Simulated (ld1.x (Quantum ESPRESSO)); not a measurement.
# phosphorus (P), TM: configuration errors across variants

phosphorus (P), norm-conserving Troullier–Martins (Kleinman–Bylander form), made with ld1.x (Quantum ESPRESSO) 7.5 (LDA (PZ), scalar-relativistic). Core [Ne], reference 3s2 3p2.75 (charge +0.25). Waves: 3s (bound): rc 1.40 bohr; 3p (bound): rc 1.35 bohr. Local part: the p channel. Core correction: Bessel-smoothed model core inside 0.75 bohr.

All-electron excitation energies from the reference (eV): (1) 3s2 3p3 -1.651; (2) 3s2 3p2 8.170; (3) 3s2 3p1 27.419; (4) 3s2 3p2.5 2.170; (5) 3s1 3p3 17.242; (6) 3s1 3p0 109.503; (7) 3s2 3p0 57.314; (8) 3s2 3p2.75 spin -1.345; (9) 3s2 3p3 spin -3.161.

Spin tests fill each open shell by Hund’s rule, majority spin first.

A true bound ghost makes a file unfit for plane-wave use even where its test errors are small: the radial tests pick states by their node count and pass the ghost by.

Errors AE − PS in meV (a dash: test not solved or not reliable):

```tsv
change	(1)	(2)	(3)	(4)	(5)	(6)	(7)	(8)	(9)	bound ghosts
base	+0.3	+1.9	+17	+0.1	+5.8	+117	+51	+4.8	+5.9	none
wave 3p (bound): rc 1.35 bohr becomes 3p (bound): rc 0.94 bohr	+0.7	+9.9	+73	+0.9	+12	+377	+156	+4.6	+7.4	s
wave 3p (bound): rc 1.35 bohr becomes 3p (bound): rc 1.12 bohr	+0.3	+3.1	+21	+0.3	+11	+96	+42	-3.7	-2.7	none
wave 3p (bound): rc 1.35 bohr becomes 3p (bound): rc 1.34 bohr	+0.3	+1.9	+17	+0.1	+5.8	+117	+51	+4.8	+5.9	none
wave 3p (bound): rc 1.35 bohr becomes 3p (bound): rc 1.56 bohr	+0.2	+1.6	+17	+0.1	+2.6	+140	+61	+12	+14	none
wave 3p (bound): rc 1.35 bohr becomes 3p (bound): rc 1.78 bohr	+0.2	+1.5	+17	0.0	+1.6	+149	+64	+15	+16	none
```

Give the same row for: wave 3p (bound): rc 1.35 bohr becomes 3p (bound): rc 2.00 bohr.

+0.3, +1.6, +16, +0.1, +2.5, +140, +60, +13, +15; bound ghosts: none.
